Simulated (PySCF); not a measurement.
Compound: C₇H₈S.
Bonds: C1–S2, S2–C3, C3–C4 (aromatic), C4–C5 (aromatic), C5–C6 (aromatic), C6–C7 (aromatic), C7–C8 (aromatic), C3–C8 (aromatic). Hydrogens: H9, H10, H11 on C1; H12 on C4; H13 on C5; H14 on C6; H15 on C7; H16 on C8.

Computed by this run: PySCF, PBE0-D3(BJ)/def2-TZVP geometry optimisation, gas phase; density fitting, grid level 2; the optimiser is geomeTRIC in internal coordinates, started from a GFN2-xTB structure with every atom displaced at random (about 0.01 Å).

Geometry at step 1:
```
atom  x, y, z in Å
C1     -2.6890   -0.7338   -0.9406
S2     -1.9257    0.8614   -0.6956
C3     -0.3181    0.4879   -0.0992
C4      0.1187   -0.7829    0.2501
C5      1.4341   -0.9534    0.6793
C6      2.3007    0.1190    0.7911
C7      1.8453    1.3909    0.4670
C8      0.5440    1.5799    0.0425
H9     -3.6272   -0.5260   -1.4469
H10    -2.1071   -1.4008   -1.5884
H11    -2.8876   -1.2285    0.0146
H12    -0.5219   -1.6447    0.1507
H13     1.7739   -1.9500    0.9552
H14     3.3250   -0.0270    1.1157
H15     2.5127    2.2458    0.5277
H16     0.2022    2.5752   -0.2206
```

Q: What forces act on the atoms?

A: 
| atom | Fx (eV/Å) | Fy (eV/Å) | Fz (eV/Å) |
| --- | --- | --- | --- |
| C1 | 0.151 | -0.311 | 0.080 |
| S2 | 0.074 | 0.093 | -0.103 |
| C3 | -0.238 | 0.174 | 0.097 |
| C4 | 0.512 | 0.105 | -0.101 |
| C5 | -0.131 | -0.260 | 0.167 |
| C6 | 0.019 | 0.040 | -0.044 |
| C7 | -0.015 | 0.091 | -0.006 |
| C8 | 0.121 | -0.077 | -0.123 |
| H9 | -0.183 | 0.020 | 0.035 |
| H10 | 0.038 | 0.207 | 0.116 |
| H11 | -0.045 | 0.003 | -0.118 |
| H12 | -0.118 | -0.072 | 0.035 |
| H13 | -0.043 | 0.108 | -0.090 |
| H14 | -0.055 | -0.032 | 0.006 |
| H15 | -0.047 | -0.064 | 0.056 |
| H16 | -0.039 | -0.025 | -0.006 |

The largest, 0.53 eV/Å, acts on C4; the rms over all components is 0.134 eV/Å. The forces sum to zero within rounding, as they must for an isolated molecule in no field.

Q: Give the force on C4 in Eh/bohr and in nN.

A: 0.533 eV/Å ÷ 51.422 = 0.01036 Eh/bohr, and 0.533 eV/Å × 1.602 = 0.85 nN.

Q: How far is this geometry from the end of the optimisation?

A: 0.021 eV above it, and 0.065 Å rms away after alignment. The bonds farthest from their final lengths, with half the difference of the two atoms' forces along the bond (positive lengthens):

| bond | now (Å) | final (Å) | force along bond (eV/Å) |
| --- | --- | --- | --- |
| C1–H10 | 1.097 | 1.091 | -0.20 |
| C4–C5 | 1.394 | 1.388 | -0.24 |
| C1–S2 | 1.785 | 1.791 | +0.15 |
| C5–H13 | 1.089 | 1.084 | -0.19 |
| C1–H9 | 1.086 | 1.090 | +0.19 |
| C4–H12 | 1.078 | 1.082 | +0.25 |

The angle farthest from its final value is S2–C1–H10, 113.4° against 111.4°.

What follows is the cost of the whole optimisation. Hardware: 2 threads, Intel Xeon at 2.50 GHz (x86_64), shared host with 64 logical CPUs at a one-minute load of 64. Cost: 10 min wall, 21 min CPU, 1.9 GiB resident at most.
